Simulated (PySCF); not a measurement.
SMILES CC(C)(C)CCC(F)(F)F (C7H13F3), GFN2-xTB optimised geometry.

```
23

C      0.03     0.11     4.96
C     -0.51    -0.64     3.74
C     -0.02    -2.09     3.79
C     -2.04    -0.61     3.77
C      0.02     0.08     2.49
C     -0.42    -0.52     1.16
C      0.16     0.26     0.00
F     -0.21    -0.24    -1.19
F      1.51     0.26     0.00
F     -0.21     1.55     0.00
H     -0.32    -0.36     5.88
H      1.12     0.11     4.97
H     -0.31     1.14     4.96
H     -0.30    -2.54     4.73
H     -0.46    -2.68     2.99
H      1.06    -2.13     3.69
H     -2.40    -1.00     4.72
H     -2.41     0.41     3.66
H     -2.47    -1.22     2.98
H      1.12     0.08     2.52
H     -0.30     1.13     2.52
H     -1.51    -0.49     1.05
H     -0.08    -1.55     1.05
```

Density from PBE/def2-SVP (PySCF 2.14.0) at that geometry.

Minimum of the electron density along straight lines between bonded atoms, close to the bond critical point (lines longer than 1.1 times the sum of covalent radii, or with two minima, are not listed):

```csv
bond,length / Å,ρ at the minimum / e bohr⁻³,∇²ρ there / e bohr⁻⁵,position (fraction from the first atom)
C1–C2,1.532,0.240,-0.52,0.50
C2–C3,1.530,0.241,-0.52,0.50
C2–C4,1.530,0.241,-0.52,0.50
C2–C5,1.540,0.237,-0.51,0.50
C5–C6,1.530,0.238,-0.51,0.49
C6–C7,1.513,0.261,-0.63,0.46
C7–F8,1.345,0.274,-0.27,0.35
C7–F9,1.342,0.275,-0.24,0.34
C7–F10,1.342,0.275,-0.24,0.34
C1–H11,1.087,0.274,-0.99,0.63
C1–H12,1.087,0.274,-0.99,0.63
C1–H13,1.087,0.274,-0.99,0.63
C3–H14,1.087,0.274,-0.99,0.63
C3–H15,1.087,0.274,-0.98,0.62
C3–H16,1.088,0.274,-0.98,0.63
C4–H17,1.087,0.274,-0.99,0.63
C4–H18,1.088,0.274,-0.98,0.63
C4–H19,1.087,0.274,-0.98,0.62
C5–H20,1.093,0.275,-0.99,0.63
C5–H21,1.093,0.275,-0.99,0.63
C6–H22,1.090,0.275,-1.00,0.63
C6–H23,1.090,0.275,-1.00,0.63
```
